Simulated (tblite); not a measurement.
C8H15P.
Cartesian coordinates in Å at the GFN2-xTB level; atoms count from 1:
```xyz
24
C8H15P angstrom
C      0.3900    2.6530    0.6800
P      0.1572    1.0587    0.1389
C     -1.3201    0.9872   -0.9516
C     -1.8578   -0.4382   -0.9027
C     -1.6428   -0.9544    0.5229
C     -0.1977   -0.6582    0.9093
C      0.8341   -1.6086    0.3027
C      2.0896   -0.7913   -0.0039
C      1.6404    0.4546   -0.7619
H      1.3035    2.7489    1.2631
H     -0.4762    3.0257    1.2223
H     -1.0548    1.3173   -1.9581
H     -2.0397    1.7028   -0.5458
H     -2.9140   -0.4743   -1.1747
H     -1.3114   -1.0678   -1.6077
H     -1.8659   -2.0206    0.5969
H     -2.3134   -0.4173    1.1988
H     -0.0833   -0.6229    1.9977
H      1.0616   -2.4339    0.9798
H      0.4494   -2.0322   -0.6265
H      2.8124   -1.3746   -0.5771
H      2.5605   -0.4905    0.9353
H      1.3725    0.2139   -1.7944
H      2.3940    1.2425   -0.7729
```

All values are computed: GFN2-xTB (tblite) harmonic vibrations without scaling, gas phase. Against measured fundamentals such values can be off by several per cent, at times by over 20. One conformer, not necessarily the lowest.

Harmonic wavenumbers (cm⁻¹): 76.9, 164.1, 183.0, 237.3, 263.8, 267.5, 331.3, 378.0, 403.6, 454.5, 474.1, 547.9, 642.3, 672.4, 727.5, 747.2, 772.5, 801.6, 845.0, 886.5, 907.5, 919.8, 945.2, 964.1, 974.6, 1001.7, 1019.8, 1033.3, 1064.1, 1082.8, 1096.0, 1112.0, 1135.4, 1160.4, 1175.0, 1207.8, 1221.7, 1241.8, 1246.6, 1281.7, 1314.8, 1319.7, 1326.6, 1328.9, 1394.3, 1433.1, 1436.5, 1476.6, 1482.3, 1488.3, 1501.4, 2922.4, 2938.5, 2947.2, 2958.2, 2962.5, 2963.4, 2964.2, 2972.5, 2974.1, 2977.3, 2979.5, 2982.2, 2986.4, 2987.5, 2990.6.

A = 1711, B = 1615, C = 1078 MHz; mass 142.091 u (most abundant isotopes); point group C1, symmetry number 1.

Question: What is the zero-point energy?

Answer: ½Σν̃ = 45839 cm⁻¹ = 548.35 kJ/mol.

Question: What is S at 298.15 K and 1 bar for an ideal gas of classical rigid rotors and harmonic oscillators?

Answer: Translation 170.67, rotation 121.63, vibration 95.38: S = 387.7 J/(mol K).

Question: And Cp and H(298.15 K) − H(0)?

Answer: Cp = 168.77 J/(mol K), of which vibrations give 135.51 (their classical limit is 66 R = 548.8); H(298.15 K) − H(0) = 27.08 kJ/mol without the zero-point energy, 17.16 from vibrations.

Question: Which modes carry the vibrational entropy at 298.15 K?

Answer: 76.9 cm⁻¹: 16.60; 164.1 cm⁻¹: 10.47; 183.0 cm⁻¹: 9.61; 237.3 cm⁻¹: 7.63; 263.8 cm⁻¹: 6.85; 267.5 cm⁻¹: 6.75 J/(mol K); the other 60 give 37.48 together.

Question: How do the functions run with temperature in this model?

Answer: 
```tsv
T (K)	S (J/(mol K))	Cp (J/(mol K))	H − H(0) (kJ/mol)	G − H(0) (kJ/mol)	ln q(vib)
150	303.8	88.1	8.30	-37.26	1.47
250	360.5	140.4	19.64	-70.50	3.47
400	445.6	227.7	47.31	-130.95	7.04
600	556.4	318.8	102.55	-231.28	12.41
900	703.4	405.0	212.23	-420.87	20.67
```

q(vib) and H(0) count from the zero-point level.

Question: Blend soft modes into free rotors: weight 1/[1 + (100 cm⁻¹/ν̃)⁴] for the oscillator and the rest for a rotor with moment μB/(μ + B), μ = h/(8π²ν), B = 10⁻⁴⁴ kg m². What vibrational entropy results?

Answer: 92.77 J/(mol K) in place of 95.38, which changes −T·S at 298.15 K by +0.78 kJ/mol.

Hindered rotation and anharmonicity are outside this model. Other conformers, if any are populated, would add a mixing term that is left out. The structure is chiral; the term R ln 2 for an equal mix with its mirror image is left out.
